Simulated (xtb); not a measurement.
C₄H₄, SMILES C1C=CC=1. All values are semi-empirical tight-binding results from xtb (GFN2-xTB unless named), good for trends rather than for accurate numbers. Coordinates come from a GFN2-xTB optimisation.

Optimised geometry:

Bonds (Å): C1–C2 1.552, C1–C3 1.326, C1–H5 1.072, C2–C4 1.326, C2–H6 1.072, C3–C4 1.552, C3–H7 1.072, C4–H8 1.072. Angles (°): C2–C1–C3 90.0, C2–C1–H5 133.7, C3–C1–H5 136.3, C1–C2–C4 90.0, C1–C2–H6 133.7, C4–C2–H6 136.3, C1–C3–C4 90.0, C1–C3–H7 136.3, C4–C3–H7 133.7, C2–C4–C3 90.0, C2–C4–H8 136.3, C3–C4–H8 133.7.

```yaml
point_group_as_xtb_finds_it: D2h
orbital_gap: 2.09 eV
dipole_moment: 0.00 D
zero_point_energy: 37.9 kcal/mol
G − E(el) at 298.15 K (modified RRHO): 22.9 kcal/mol
static polarisability (D4 model): 43.5 bohr³
solvation energy, GFN2-xTB/ALPB(water): -0.4 kcal/mol
solvation energy, GFN2-xTB/ALPB(acetonitrile): -2.7 kcal/mol
```

Computed IR lines (harmonic; lines under 4 % of the strongest left out, lines within 3 cm⁻¹ merged):
ν (cm⁻¹): 677 (s), 1163 (w), 3135 (s), 3148 (vs) (against the strongest line: vs over 80 %, s over 45 %, m over 15 %, w over 4 %, vw less)

Computed atomic charges and the Wiberg bond orders between heavy atoms:
charges (e) C1 -0.03, C2 -0.03, C3 -0.03, C4 -0.03, H5 0.03, H6 0.03, H7 0.03, H8 0.03. Bond orders C1–C2 0.97, C1–C3 2.01, C2–C4 2.01, C3–C4 0.97.
